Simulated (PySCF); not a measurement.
Geometries of 2 isomers of C4H6Si, from PBE0-D3(BJ)/def2-SVP geometry optimisation, gas phase (PySCF). One conformer each, no zero-point energy, no frequencies.

Task: Which isomer lies lower at this level?
A.
```xyz
11
angstrom
C     -1.020    0.796   -0.370
C      0.224    1.313   -0.275
Si     1.347   -0.093    0.251
C     -0.067   -1.322    0.296
C     -1.179   -0.643   -0.058
H     -1.896    1.385   -0.662
H      0.441    2.362   -0.486
H      2.009    0.121    1.576
H      2.409   -0.428   -0.748
H     -0.084   -2.385    0.545
H     -2.172   -1.102   -0.121
```
B.
```xyz
11
angstrom
C      2.680   -0.860   -0.838
C      1.575   -0.776   -0.334
Si    -0.073   -0.665    0.425
C     -0.787    1.016    0.766
C     -1.398    0.298   -0.450
H      3.655   -0.931   -1.286
H     -0.430   -1.819    1.281
H     -0.169    1.897    0.559
H     -1.434    1.151    1.640
H     -1.169    0.721   -1.434
H     -2.441   -0.025   -0.362
```

Result: A. That is silole (`C1=C[SiH2]C=C1`), 39.6 kcal/mol below the other.

```tsv
SMILES	atoms numbered as above	E (Eh)	relative (kcal/mol)	relative (kJ/mol)	dipole (D)
C1=C[SiH2]C=C1	[CH:1]1=[CH:2][SiH2:3][CH:4]=[CH:5]1	-444.97575	0.0	0.0	0.58
C#C[SiH]1CC1	[CH:1]#[C:2][SiH:3]1[CH2:4][CH2:5]1	-444.91265	39.6	165.7	0.31
```

As drawn, the lower has a C=C bond outside aromatic rings, which the higher lacks; the higher has a three-membered ring and a C≡C bond, which the lower lacks.
